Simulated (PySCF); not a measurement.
## Nonlinear optical response: `Nc1ccc(C=O)cc1`, C7H7NO

Molfile (atoms numbered from 1):
```
C7H7NO
     RDKit          3D

 16 16  0  0  0  0  0  0  0  0999 V2000
    2.8196   -0.3160   -0.0342 N   0  0  0  0  0  0  0  0  0  0  0  0
    1.4651   -0.1453   -0.0547 C   0  0  0  0  0  0  0  0  0  0  0  0
    0.6086   -1.2003   -0.4300 C   0  0  0  0  0  0  0  0  0  0  0  0
   -0.7652   -1.0244   -0.4124 C   0  0  0  0  0  0  0  0  0  0  0  0
   -1.3341    0.1952   -0.0248 C   0  0  0  0  0  0  0  0  0  0  0  0
   -2.7900    0.3765   -0.0102 C   0  0  0  0  0  0  0  0  0  0  0  0
   -3.3620    1.3929    0.3076 O   0  0  0  0  0  0  0  0  0  0  0  0
   -0.4822    1.2464    0.3494 C   0  0  0  0  0  0  0  0  0  0  0  0
    0.8894    1.0844    0.3368 C   0  0  0  0  0  0  0  0  0  0  0  0
    3.4144    0.4965    0.0363 H   0  0  0  0  0  0  0  0  0  0  0  0
    3.2185   -1.1153   -0.5040 H   0  0  0  0  0  0  0  0  0  0  0  0
    1.0382   -2.1587   -0.7328 H   0  0  0  0  0  0  0  0  0  0  0  0
   -1.4194   -1.8506   -0.7073 H   0  0  0  0  0  0  0  0  0  0  0  0
   -3.3685   -0.5313   -0.3281 H   0  0  0  0  0  0  0  0  0  0  0  0
   -0.9362    2.1942    0.6487 H   0  0  0  0  0  0  0  0  0  0  0  0
    1.5435    1.9092    0.6324 H   0  0  0  0  0  0  0  0  0  0  0  0
  1  2  1  0
  2  3  1  0
  3  4  2  0
  4  5  1  0
  5  6  1  0
  6  7  2  0
  5  8  2  0
  8  9  1  0
  9  2  2  0
  1 10  1  0
  1 11  1  0
  3 12  1  0
  4 13  1  0
  6 14  1  0
  8 15  1  0
  9 16  1  0
M  END
```

Method: PySCF 2.14.0, quadratic response CAM-B3LYP/aug-cc-pVDZ first hyperpolarisability, Taylor convention, gas phase. Geometry: PBE0-D3(BJ)/def2-SVP.

Q: What is the first hyperpolarisability, and how does it disperse?

A: In au, Taylor convention; the vector part is βᵢ = ⅓ Σⱼ (βᵢⱼⱼ + βⱼᵢⱼ + βⱼⱼᵢ); β∥ is 3/5 of the vector part along the dipole, the dipole points from − to +:
```tsv
process	λ (nm)	β vector norm	β∥	β HRS	depolarisation ratio
static β(0;0,0)	∞	1002.6	542.4	441.2	4.17
second harmonic β(−2ω;ω,ω)	1907	1116.4	606.2	489.2	4.23
Pockels β(−ω;ω,0)	1907	1038.5	562.5	–	–
second harmonic β(−2ω;ω,ω)	1064	1453.9	796.1	631.3	4.36
Pockels β(−ω;ω,0)	1064	1125.1	611.1	–	–
```

Q: Which lowest excitations, dipole and polarisabilities go with it?

A: S1 4.01 eV (f = 0.000); S2 4.66 eV (f = 0.299); S3 4.82 eV (f = 0.153); dipole 5.69 D; isotropic α 101.6 au static, 102.2 au at 1907 nm, 103.5 au at 1064 nm, 104.0 au at 953.5 nm, 110.6 au at 532 nm.
